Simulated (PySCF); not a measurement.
Potential energy of CsP along the bond

Set-up: PySCF, scalar-relativistic core potentials, basis sets Cs def2-SVPD with ECP46, P def2-SVPD. Energies in eV from Cs + P in their ground configurations at the same level. State: ³Σ⁻ (triplet), unpaired electrons π ↑↑.

All columns are PBE0. A positive dipole means Cs(−)P(+).

```csv
R (Å),E (eV),μ (D),Mulliken charge on Cs (basis-dependent),HOMO (eV),LUMO (eV),Mayer bond order,⟨S²⟩
2.877,-0.824,-7.69,0.48,-3.38,-1.30,0.92,2.01
3.010,-1.077,-8.21,0.47,-3.37,-1.15,0.91,2.02
3.144,-1.211,-8.67,0.47,-3.34,-1.15,0.91,2.02
3.245,-1.256,-8.98,0.46,-3.31,-1.19,0.91,2.02
3.345,-1.268,-9.25,0.45,-3.27,-1.24,0.90,2.03
3.445,-1.254,-9.49,0.45,-3.24,-1.28,0.90,2.03
3.579,-1.208,-9.74,0.43,-3.19,-1.33,0.89,2.05
3.746,-1.123,-9.94,0.42,-3.13,-1.40,0.88,2.08
3.947,-1.001,-9.98,0.39,-3.07,-1.47,0.85,2.13
4.215,-0.834,-9.74,0.35,-3.01,-1.55,0.80,2.22
```

A fit through these points gives, at Re = 3.335 Å, μ = -9.22 D and dμ/dR = -2.57 D/Å; the reduced mass is 25.12 u.

How strong is the fundamental in the double-harmonic approximation, I = 42.26·(dμ/dR)²/μred km/mol?

I = 42.26·(-2.57)²/25.12 = 11.1 km/mol at PBE0.

⟨S²⟩ of the unrestricted solution departs from its pure value on part of the curve, where spin states mix. These are scalar-relativistic numbers at best; spin–orbit coupling would shift them, the dissociation energy most. The state is the lowest determinant that a PBE0 search found; another state may lie lower at other levels.
